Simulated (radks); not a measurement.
Fractional charge and spin in the 5d shell of platinum: the spin-up occupation runs from 4 to 5 and the spin-down occupation from 3 to 4; the fullest corner is Pt, [Xe] 4f14 6s(up 0.5, down 0.5) 5d(up 5, down 4). All-electron calculation, scalar-relativistic Kohn-Sham, PBE, spin-polarised, spherical densities, finite nucleus; Fermi nuclear charge, rms radius of each element as measured or else 0.836 A^(1/3) + 0.57 fm. Program: a radial shooting solver on a logarithmic mesh with Libxc functionals. Energy (eV) above the fullest corner. The planes named below are the two flat planes that join the four corners, with an edge along up + down = one added electron.

down \ up       4     4.5       5
3          33.496  20.624  10.675
3.5        20.959  11.156   4.090
4          11.316   4.397   0.000

Corners above the fullest one (they belong to Pt+ and the next ion): (up 5, down 3) 10.675 eV, (up 4, down 4) 11.316 eV, (up 4, down 3) 33.496 eV. With half an added electron in each spin the energy lies 0.160 eV from the planes, and with half an added electron in spin up alone -1.461 eV. The planes are only a guide here: the flat-plane condition holds for ground states with one frontier orbital, while this shell lies below other occupied shells, so the corners above the fullest one are inner-hole states and not the ground states of those ions.
